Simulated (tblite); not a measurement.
C₅H₇ClSSi.
Cartesian coordinates in Å at the GFN2-xTB level; atoms count from 1:
```xyz
15
C5H7ClSSi angstrom
C     -2.5621    0.1818    0.3075
Si    -1.3492    0.0527   -1.1433
C      0.3916   -0.0384   -0.4407
C      0.8137   -0.0277    0.8559
C      2.2118   -0.1158    1.0155
C      2.8517   -0.1931   -0.1829
Cl     4.5385   -0.3113   -0.4384
S      1.7485   -0.1601   -1.5173
H     -3.5828    0.2341   -0.0572
H     -2.3817    1.0714    0.9037
H     -2.4930   -0.6794    0.9657
H     -1.6024   -1.1606   -1.9303
H     -1.4424    1.2341   -2.0095
H      0.1346    0.0419    1.6867
H      2.7189   -0.1215    1.9629
```

Calculated harmonic vibrations of the isolated species, GFN2-xTB (tblite), most abundant isotopes, no scaling. The method is semi-empirical: single wavenumbers can be off by several per cent or more. Modes of hydrogen on silicon can be 10 to 20 % off. One conformer, not necessarily the lowest.

Harmonic wavenumbers (cm⁻¹): 29.9, 84.1, 100.7, 146.2, 182.1, 239.8, 266.5, 332.8, 418.1, 468.6, 497.6, 523.9, 583.8, 662.1, 680.2, 714.3, 757.6, 781.6, 798.4, 823.8, 837.2, 839.9, 925.9, 999.0, 1098.1, 1171.6, 1314.5, 1370.3, 1442.1, 1485.0, 1489.7, 1538.6, 2218.1, 2230.8, 3039.2, 3040.9, 3053.6, 3127.1, 3139.8.

A = 3970, B = 574.2, C = 506.1 MHz; mass 161.973 u (most abundant isotopes); point group Cs, symmetry number 1.

Question: Zero-point energy?

Answer: ½Σν̃ = 21727 cm⁻¹ = 259.91 kJ/mol.

Question: Give the ideal-gas entropy at 298.15 K and 1 bar in the rigid-rotor, harmonic-oscillator model (classical rotation).

Answer: Translation 172.30, rotation 125.57, vibration 120.38: S = 418.3 J/(mol K).

Question: And Cp and H(298.15 K) − H(0)?

Answer: Cp = 156.31 J/(mol K), of which vibrations give 123.06 (their classical limit is 39 R = 324.3); H(298.15 K) − H(0) = 28.54 kJ/mol without the zero-point energy, 18.62 from vibrations.

Question: Which modes carry the vibrational entropy at 298.15 K?

Answer: 29.9 cm⁻¹: 24.42; 84.1 cm⁻¹: 15.87; 100.7 cm⁻¹: 14.40; 146.2 cm⁻¹: 11.39; 182.1 cm⁻¹: 9.65; 239.8 cm⁻¹: 7.55 J/(mol K); the other 33 give 37.11 together.

Question: Blend soft modes into free rotors: weight 1/[1 + (100 cm⁻¹/ν̃)⁴] for the oscillator and the rest for a rotor with moment μB/(μ + B), μ = h/(8π²ν), B = 10⁻⁴⁴ kg m². What vibrational entropy results?

Answer: 109.51 J/(mol K) in place of 120.38, which changes −T·S at 298.15 K by +3.24 kJ/mol.

Question: What must be added to the electronic energy to get the Gibbs energy at 298.15 K and 1 bar?

Answer: ZPE + [H(298.15 K) − H(0)] − T·S = 259.91 + 28.54 − 124.70 = 163.75 kJ/mol.

Question: How do the functions run with temperature in this model?

Answer: 
```csv
T (K),S (J/(mol K)),Cp (J/(mol K)),H − H(0) (kJ/mol),G − H(0) (kJ/mol),ln q(vib)
150,333.5,96.3,9.74,-40.28,3.22
250,392.4,137.7,21.45,-76.64,5.75
400,469.1,190.0,46.24,-141.40,9.51
600,555.6,236.3,89.24,-244.14,14.32
900,660.0,277.6,166.91,-427.13,20.83
```

q(vib) and H(0) count from the zero-point level.

Hindered rotation and anharmonicity are outside this model. Other conformers, if any are populated, would add a mixing term that is left out.

The run took 0.57 s wall on one thread of an Arm Neoverse V2, no GPU, on a shared host. The figure is for the frequency step alone.
